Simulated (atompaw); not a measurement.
Plane-wave convergence, PAW (atompaw) potential for iron

* Element: iron
* Generator: atompaw 4.2.0.5
* Type: PAW
* Functional: PBE
* Relativity: scalar-relativistic
* Frozen core: [Ar]
* Valence charge: 8
* Reference configuration: 3d6 4s2 4p0
* Partial waves: 4s (bound): rc 2.85 bohr; 4s channel at 1.05 Ry: rc 2.85 bohr; 4p (bound, empty): rc 2.85 bohr; 4p channel at 4.25 Ry: rc 2.85 bohr; 3d (bound): rc 1.10 bohr; 3d channel at 3.25 Ry: rc 1.10 bohr
* Local potential: ultrasoft scheme with l = 3 at -0.5 Ry, radius 2.25 bohr
* Core correction: smooth core density matched at 2.60 bohr
* Augmentation charge: besselshape compensation charge, radius 2.50 bohr; PAW radius 2.85 bohr; waves and projectors: custom polynom vanderbiltortho

The pseudo-atom Hamiltonian at the reference potential is diagonalised in spherical Bessel functions j_l(qr) that vanish at 20 bohr, with q² up to the cutoff. All-electron valence levels (Ry): 4s -0.3890, 4p -0.0974, 3d -0.5516.

Problem. How do the lowest levels (Ry) of each channel move with the cutoff, and are there ghosts?

Solution.

| cutoff (Ry) | s #1 | s #2 | p #1 | d #1 | f #1 | f #2 | Σ f·Δε (mRy) |
| --- | --- | --- | --- | --- | --- | --- | --- |
| 8 | -0.3890 | 0.0034 | -0.0974 | 0.0567 | 0.1109 | 0.2345 | 3650.1 |
| 15 | -0.3890 | 0.0034 | -0.0974 | 0.0560 | 0.1109 | 0.2345 | 3645.6 |
| 30 | -0.3890 | 0.0034 | -0.0974 | 0.0344 | 0.1109 | 0.2345 | 3516.0 |
| 45 | -0.3890 | 0.0034 | -0.0974 | -0.3745 | 0.1109 | 0.2345 | 1062.4 |
| 60 | -0.3890 | 0.0034 | -0.0974 | -0.5289 | 0.1109 | 0.2345 | 136.4 |
| 90 | -0.3890 | 0.0034 | -0.0974 | -0.5490 | 0.1109 | 0.2345 | 15.8 |
| 140 | -0.3890 | 0.0034 | -0.0974 | -0.5514 | 0.1109 | 0.2345 | 1.3 |
| 200 | -0.3890 | 0.0034 | -0.0974 | -0.5515 | 0.1109 | 0.2345 | 0.4 |
| 400 | -0.3890 | 0.0034 | -0.0974 | -0.5516 | 0.1109 | 0.2345 | 0.0 |

Result: no extra level below or beside the all-electron valence levels (s, p, d, f tested); 10 mRy is reached at 110 Ry and 1 mRy at 160 Ry.
